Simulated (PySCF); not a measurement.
Species: C₇H₁₀F₃O (charge -1).
Numbering: `[CH3:1][C@@H:2]([O-:3])[CH2:4][C@H:5]([CH3:6])[C:7]([F:8])=[C:9]([F:10])[F:11]` (hydrogens: H12, H13, H14 on C1; H15 on C2; H16, H17 on C4; H18 on C5; H19, H20, H21 on C6)

The same species was optimised twice, with GFN2-xTB and with PBE0-D3(BJ)/def2-SVP (PySCF), and the same property calculations (PySCF, gas phase) were run on both structures.

```json
{"coordinate": "C2–C4 (Å)", "GFN2-xTB": "1.606", "PBE0-D3(BJ)/def2-SVP": "1.578", "change": "-0.028"}
{"coordinate": "C9–F11 (Å)", "GFN2-xTB": "1.350", "PBE0-D3(BJ)/def2-SVP": "1.326", "change": "-0.024"}
{"coordinate": "C9–F10 (Å)", "GFN2-xTB": "1.343", "PBE0-D3(BJ)/def2-SVP": "1.322", "change": "-0.021"}
{"coordinate": "C7–F8 (Å)", "GFN2-xTB": "1.359", "PBE0-D3(BJ)/def2-SVP": "1.345", "change": "-0.014"}
{"coordinate": "C2–O3 (Å)", "GFN2-xTB": "1.304", "PBE0-D3(BJ)/def2-SVP": "1.314", "change": "+0.010"}
{"coordinate": "C5–C7 (Å)", "GFN2-xTB": "1.495", "PBE0-D3(BJ)/def2-SVP": "1.485", "change": "-0.010"}
{"coordinate": "C1–C2 (Å)", "GFN2-xTB": "1.567", "PBE0-D3(BJ)/def2-SVP": "1.558", "change": "-0.009"}
{"coordinate": "C4–C5 (Å)", "GFN2-xTB": "1.533", "PBE0-D3(BJ)/def2-SVP": "1.537", "change": "+0.004"}
{"coordinate": "C5–C6 (Å)", "GFN2-xTB": "1.526", "PBE0-D3(BJ)/def2-SVP": "1.530", "change": "+0.004"}
{"coordinate": "C7=C9 (Å)", "GFN2-xTB": "1.334", "PBE0-D3(BJ)/def2-SVP": "1.332", "change": "-0.002"}
{"coordinate": "C4–C5–C7 (°)", "GFN2-xTB": "107.4", "PBE0-D3(BJ)/def2-SVP": "112.0", "change": "+4.6"}
{"coordinate": "C1–C2–O3 (°)", "GFN2-xTB": "114.6", "PBE0-D3(BJ)/def2-SVP": "112.6", "change": "-2.0"}
{"coordinate": "C2–C4–C5 (°)", "GFN2-xTB": "113.4", "PBE0-D3(BJ)/def2-SVP": "111.7", "change": "-1.7"}
{"coordinate": "C7–C9–F11 (°)", "GFN2-xTB": "126.6", "PBE0-D3(BJ)/def2-SVP": "124.9", "change": "-1.7"}
{"coordinate": "F10–C9–F11 (°)", "GFN2-xTB": "109.2", "PBE0-D3(BJ)/def2-SVP": "110.7", "change": "+1.5"}
{"coordinate": "C6–C5–C7 (°)", "GFN2-xTB": "113.1", "PBE0-D3(BJ)/def2-SVP": "111.9", "change": "-1.2"}
{"coordinate": "C1–C2–C4 (°)", "GFN2-xTB": "107.2", "PBE0-D3(BJ)/def2-SVP": "108.1", "change": "+0.9"}
{"coordinate": "C4–C5–C6 (°)", "GFN2-xTB": "109.6", "PBE0-D3(BJ)/def2-SVP": "110.2", "change": "+0.6"}
{"coordinate": "C1–C2–C4–C5 (°)", "GFN2-xTB": "-65", "PBE0-D3(BJ)/def2-SVP": "-81", "change": "-16"}
{"coordinate": "C2–C4–C5–C6 (°)", "GFN2-xTB": "-64", "PBE0-D3(BJ)/def2-SVP": "-76", "change": "-12"}
{"coordinate": "C4–C5–C7–F8 (°)", "GFN2-xTB": "72", "PBE0-D3(BJ)/def2-SVP": "63", "change": "-9"}
```

Rotational constants: A = 1857, B = 580.9, C = 501.2 MHz (GFN2-xTB) against A = 1780, B = 589.2, C = 519.2 MHz (PBE0-D3(BJ)/def2-SVP). Point groups within 0.08 Å: C1 and C1.

On the GFN2-xTB structure: HOMO (eV) -0.09 [PBE0/pcSseg-1]; LUMO (eV) 4.13 [PBE0/pcSseg-1]; GIAO shielding of C1 (ppm) 156.1 [PBE0/pcSseg-1]; GIAO shielding of C2 (ppm) 100.1 [PBE0/pcSseg-1]; GIAO shielding of O3 (ppm) 195.8 [PBE0/pcSseg-1]; GIAO shielding of C4 (ppm) 132.1 [PBE0/pcSseg-1]; GIAO shielding of C5 (ppm) 152.5 [PBE0/pcSseg-1]; GIAO shielding of C6 (ppm) 174.9 [PBE0/pcSseg-1]; GIAO shielding of C7 (ppm) 37.7 [PBE0/pcSseg-1]; GIAO shielding of F8 (ppm) 364.2 [PBE0/pcSseg-1].

**Question.** What do these properties become on the PBE0-D3(BJ)/def2-SVP structure?

**Answer.** 
| property | level | on GFN2-xTB | on PBE0-D3(BJ)/def2-SVP | change |
| --- | --- | --- | --- | --- |
| HOMO (eV) | PBE0/pcSseg-1 | -0.09 | -0.19 | -0.10 |
| LUMO (eV) | PBE0/pcSseg-1 | 4.13 | 4.34 | +0.21 |
| energy, GFN2-xTB geometry as zero (kcal/mol) | PBE0/pcSseg-1 | 0.0 | -3.2 | -3.2 |
| GIAO shielding of C1 (ppm) | PBE0/pcSseg-1 | 156.1 | 152.3 | -3.8 |
| GIAO shielding of C2 (ppm) | PBE0/pcSseg-1 | 100.1 | 104.8 | +4.7 |
| GIAO shielding of O3 (ppm) | PBE0/pcSseg-1 | 195.8 | 213.1 | +17.3 |
| GIAO shielding of C4 (ppm) | PBE0/pcSseg-1 | 132.1 | 137.7 | +5.6 |
| GIAO shielding of C5 (ppm) | PBE0/pcSseg-1 | 152.5 | 155.0 | +2.5 |
| GIAO shielding of C6 (ppm) | PBE0/pcSseg-1 | 174.9 | 165.9 | -9.0 |
| GIAO shielding of C7 (ppm) | PBE0/pcSseg-1 | 37.7 | 37.8 | +0.1 |
| GIAO shielding of F8 (ppm) | PBE0/pcSseg-1 | 364.2 | 365.4 | +1.2 |

The heavy atoms differ by 0.321 Å rms after alignment. Among bonds between heavy atoms C2–C4 changes most (-0.028 Å). Changes are differences of the printed values. Neither structure is proved a minimum here. Isolated species at its PBE0-D3(BJ)/def2-SVP geometry (one conformer only).

Shape of the structure used: `[CH3:1][C@@H:2]([O-:3])[CH2:4][C@H:5]([CH3:6])[C:7]([F:8])=[C:9]([F:10])[F:11]`: C1–C2–C4–C5 -81°, C2–C4–C5–C6 -76°, C4–C5–C7–F8 63°.
